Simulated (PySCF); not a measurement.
**Cr¹⁹⁺ (chromium, charge +19) across methods**

[He] 2s2 2p1, 2P determinant. All numbers are calculated (PySCF 2.14, the spin-free X2C one-electron Hamiltonian (Gaussian nucleus), in an even-tempered Gaussian basis (20 s from 3.4 bohr⁻², ratio 2.2; 11 p from 4.4 bohr⁻², ratio 2.2; 6 d from 20 bohr⁻², ratio 2.4; 5 f from 29 bohr⁻², ratio 2.4; 5 g from 44 bohr⁻², ratio 2.4)).

```
 method  E (hartree)  mean ε 2s α (eV)  mean ε 2s β (eV)  mean ε 2p α (eV)  Σ⟨r²⟩ (bohr²)   ⟨S²⟩
r2SCAN0     -743.318           -1521.3           -1508.4           -1460.3         0.2421  0.750
 r2SCAN     -743.304           -1511.7           -1500.5           -1449.8         0.2421  0.750
    UHF   -743.20601           -1549.3           -1530.7           -1491.3         0.2422  0.750
    LDA     -741.189           -1505.8           -1495.9           -1441.4         0.2427  0.750
 PBEsol     -742.350           -1506.9           -1497.1           -1442.8         0.2424  0.750
   PBE0     -743.244           -1518.7           -1507.1           -1456.4         0.2422  0.750
```

Problem. Estimate the same row for PBE.

Solution. E (hartree) = -743.212; mean ε 2s α (eV) = -1508.1; mean ε 2s β (eV) = -1498.6; mean ε 2p α (eV) = -1444.6; Σ⟨r²⟩ (bohr²) = 0.2422; ⟨S²⟩ = 0.750.
